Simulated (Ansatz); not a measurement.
Ansatz (an electronic-structure program) input (B3LYP-D3(BJ)/def2-TZVP):

Ansatz 0.2 input:
```yaml
crystal:
  periodic: [false, false, false]
  atoms:
    - {symbol: Si, position_ang: [-0.22519578, -0.19792757, -0.01953495]}
    - {symbol: O, position_ang: [-1.43374685, -1.26013922, -0.12437258]}
    - {symbol: Cl, position_ang: [-0.52610980, 1.55083193, -0.82296122]}
    - {symbol: Cl, position_ang: [1.38626954, -0.79482606, 0.89757710]}
basis:
  gaussian:
    orbitals: def2-TZVP
hamiltonian:
  xc: b3lyp
  dispersion: d3bj
total_charge: 1
magnetization: {spin_polarized: true, initial_magnetization: 1}
phonons: {temperatures: {t_min: 298.15, t_max: 298.15, t_step: 100}}
```

Output:

```
Functional definition: B3LYP
integrals: 0.06 GiB planned
938 factors; their error is unknown
mean field: 0.78 GiB planned
mean field evaluation 1: about -34945.8054 eV, gradient 6.7e1 eV
mean field evaluation 2: about -34732.4674 eV, gradient 1.4e2 eV
mean field evaluation 4: about -34963.6481 eV, gradient 1.9e1 eV
mean field evaluation 8: about -34965.2054 eV, gradient 3.5e-1 eV
mean field evaluation 16: about -34965.2921 eV, gradient 1.4e-3 eV
mean field -34965.29212881 eV, -1284.9507854077 hartree, gradient 1.3e-5 eV, S^2 0.754542; 1 other end points of the search recorded, 0 dependent functions left out
the calculation of the forces begins
reference -34965.29234933 eV, -1284.9507935115 hartree; 28, 27 occupied and 114, 115 virtual orbitals, 938 factors
these checks for a lower state are left out or cut short: stability, starts, cluster_reference, orbital_swaps, neighbouring_geometries, increment
integrals: 0.06 GiB planned
938 factors; their error is unknown
mean field: 0.78 GiB planned
mean field evaluation 32: about -34965.2920 eV, gradient 1.2e-1 eV
mean field -34965.29203051 eV, -1284.9507817951 hartree, gradient 2.2e-6 eV, S^2 0.754537; 0 other end points of the search recorded, 0 dependent functions left out
the calculation of the forces begins
reference -34965.29225101 eV, -1284.9507898982 hartree; 28, 27 occupied and 114, 115 virtual orbitals, 938 factors
these checks for a lower state are left out or cut short: stability, starts, cluster_reference, orbital_swaps, neighbouring_geometries, increment
integrals: 0.06 GiB planned
938 factors; their error is unknown
mean field: 0.78 GiB planned
mean field -34965.29203905 eV, -1284.9507821090 hartree, gradient 1.9e-6 eV, S^2 0.754547; 0 other end points of the search recorded, 0 dependent functions left out
the calculation of the forces begins
reference -34965.29225959 eV, -1284.9507902135 hartree; 28, 27 occupied and 114, 115 virtual orbitals, 938 factors
these checks for a lower state are left out or cut short: stability, starts, cluster_reference, orbital_swaps, neighbouring_geometries, increment
integrals: 0.06 GiB planned
938 factors; their error is unknown
mean field: 0.78 GiB planned
mean field -34965.29206495 eV, -1284.9507830609 hartree, gradient 2.0e-6 eV, S^2 0.754543; 0 other end points of the search recorded, 0 dependent functions left out
the calculation of the forces begins
reference -34965.29228546 eV, -1284.9507911643 hartree; 28, 27 occupied and 114, 115 virtual orbitals, 938 factors
these checks for a lower state are left out or cut short: stability, starts, cluster_reference, orbital_swaps, neighbouring_geometries, increment
integrals: 0.06 GiB planned
938 factors; their error is unknown
mean field: 0.78 GiB planned
mean field -34965.29211871 eV, -1284.9507850362 hartree, gradient 1.0e-6 eV, S^2 0.754540; 0 other end points of the search recorded, 0 dependent functions left out
the calculation of the forces begins
reference -34965.29233923 eV, -1284.9507931404 hartree; 28, 27 occupied and 114, 115 virtual orbitals, 938 factors
these checks for a lower state are left out or cut short: stability, starts, cluster_reference, orbital_swaps, neighbouring_geometries, increment
integrals: 0.06 GiB planned
938 factors; their error is unknown
mean field: 0.78 GiB planned
mean field -34965.29207268 eV, -1284.9507833448 hartree, gradient 1.6e-6 eV, S^2 0.754540; 0 other end points of the search recorded, 0 dependent functions left out
the calculation of the forces begins
reference -34965.29229318 eV, -1284.9507914478 hartree; 28, 27 occupied and 114, 115 virtual orbitals, 938 factors
these checks for a lower state are left out or cut short: stability, starts, cluster_reference, orbital_swaps, neighbouring_geometries, increment
integrals: 0.06 GiB planned
938 factors; their error is unknown
mean field: 0.78 GiB planned
mean field evaluation 64: about -34965.2922 eV, gradient 2.2e-5 eV
mean field -34965.29216313 eV, -1284.9507866688 hartree, gradient 1.5e-6 eV, S^2 0.754543; 0 other end points of the search recorded, 0 dependent functions left out
the calculation of the forces begins
reference -34965.29238367 eV, -1284.9507947734 hartree; 28, 27 occupied and 114, 115 virtual orbitals, 938 factors
these checks for a lower state are left out or cut short: stability, starts, cluster_reference, orbital_swaps, neighbouring_geometries, increment
integrals: 0.06 GiB planned
938 factors; their error is unknown
mean field: 0.78 GiB planned
mean field -34965.29215058 eV, -1284.9507862076 hartree, gradient 2.1e-6 eV, S^2 0.754546; 0 other end points of the search recorded, 0 dependent functions left out
the calculation of the forces begins
reference -34965.29237114 eV, -1284.9507943128 hartree; 28, 27 occupied and 114, 115 virtual orbitals, 938 factors
these checks for a lower state are left out or cut short: stability, starts, cluster_reference, orbital_swaps, neighbouring_geometries, increment
integrals: 0.06 GiB planned
938 factors; their error is unknown
mean field: 0.78 GiB planned
mean field -34965.29203074 eV, -1284.9507818033 hartree, gradient 1.8e-6 eV, S^2 0.754538; 0 other end points of the search recorded, 0 dependent functions left out
the calculation of the forces begins
reference -34965.29225121 eV, -1284.9507899057 hartree; 28, 27 occupied and 114, 115 virtual orbitals, 938 factors
Total energy: -34965.53367209 eV, -1284.9596619593 hartree
Atom 0 at    -0.225196    -0.197928    -0.019535 Å, force    -0.001141    -0.001003    -0.000099 eV/Å
Atom 1 at    -1.433747    -1.260139    -0.124373 Å, force     0.001176     0.001033     0.000102 eV/Å
Atom 2 at    -0.526110     1.550832    -0.822961 Å, force    -0.000185     0.000190    -0.000152 eV/Å
Atom 3 at     1.386270    -0.794826     0.897577 Å, force     0.000150    -0.000221     0.000149 eV/Å
Dipole moment:     0.125595     0.110387     0.010895 e Å
Vibrations: 177.40 178.99 252.17 511.33 759.87 969.82 cm⁻¹, zero-point energy 0.176652 eV
```
